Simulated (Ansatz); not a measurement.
Reaction (atomization): `O[B]Br`• → B• + Br• + H• + O•

Computed with Ansatz on PBE0-D4/def2-TZVP structures; ΔE is electronic, products minus reactants. CCSD(T)/CBS adds triple-zeta CCSD(T) − MP2 to the extrapolated MP2 energy (def2 sets, frozen cores). This one scheme is used for every species, atoms too. DFT in def2-TZVPP. Open shells (•) are unrestricted, without spin–orbit coupling. Spin–orbit coupling would lower the free atoms: a little for B, O; clearly for Br. Bonds to Br are less sure, by a few kJ/mol each and by 10 to 20 or more in all where they break to atoms, as the def2 sets lack core-valence functions. Scalar relativity is left out up to krypton. Each species was taken in one conformer, which may not be the lowest.

CCSD(T)/CBS gives +326.1 kcal/mol.

Question: Another level gave +328.0 kcal/mol. Which?
A. B97M-V/def2-TZVPP
B. PBE-QIDH/def2-TZVPP
C. r2SCAN/def2-TZVPP
D. B2PLYP/def2-TZVPP

Answer: A. B97M-V 328.0, B2PLYP 324.0, r2SCAN 335.5, PBE-QIDH 327.0 kcal/mol.

Largest T1 diagnostic among the species: 0.014.

At CCSD(T), def2-SVP lies −18.3 kcal/mol from the extrapolated value and def2-TZVPP −10.4 kcal/mol: correlation converges slowly with the basis, and small sets miss more of it in the bonded molecule than in its fragments. The D4 term adds +2.5 kcal/mol with B3LYP and +1.2 kcal/mol with PBE0; it sums over pairs of atoms, weighted by their polarisabilities, and B3LYP, whose exchange is more repulsive, gets the larger term.

B3LYP here is the variant with VWN-RPA as its local correlation; programs differ in this.

For atomizations the MP2-based limit and the directly extrapolated one differ by several kJ/mol either way, and by 10 to 25 for some Ge, Se and Sn compounds, so smaller differences from it don't rank the levels.
